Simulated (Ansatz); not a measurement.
Consider the ligand exchange at the Si–C bond: `F[CH]([SiH3])[GeH3]` + `[OH][MgH]` → `[MgH][O][SiH3]` + `F[CH2][GeH3]`.

Isolated molecules relaxed with PBE0-D4/def2-TZVP in Ansatz; ΔE leaves out vibrations. CBS: MP2 limit from def2 TZ/QZ plus the TZ coupled-cluster correction, frozen cores. DFT in def2-TZVPP. For Ge, Mg outer-core shells are correlated without core-valence functions, which leaves a few kJ/mol of doubt a bond. Scalar relativity is left out up to krypton.

CCSD(T)/CBS gives -134.3 kJ/mol.

Task: Another level gave -138.0 kJ/mol. Which?
A. CCSD(T)/def2-TZVPP
B. SCS-MP2/def2-TZVPP
C. PBE0/def2-TZVPP
D. HF/def2-TZVPP

Result: A. CCSD(T)/def2-TZVPP -138.0, PBE0 -130.9, HF/def2-TZVPP -163.1, SCS-MP2/def2-TZVPP -144.1 kJ/mol.

Largest T1 diagnostic among the species: 0.012.

In def2-TZVPP, CCSD(T) changes the Hartree–Fock value by +25.1 kJ/mol (the triples alone add +3.5 kJ/mol) and MP2 by +24.1 kJ/mol. The D4 term adds +5.7 kJ/mol with B3LYP and +3.2 kJ/mol with PBE0; it sums over pairs of atoms, weighted by their polarisabilities, and B3LYP, whose exchange is more repulsive, gets the larger term.

B3LYP here is the variant with VWN-RPA as its local correlation; programs differ in this.
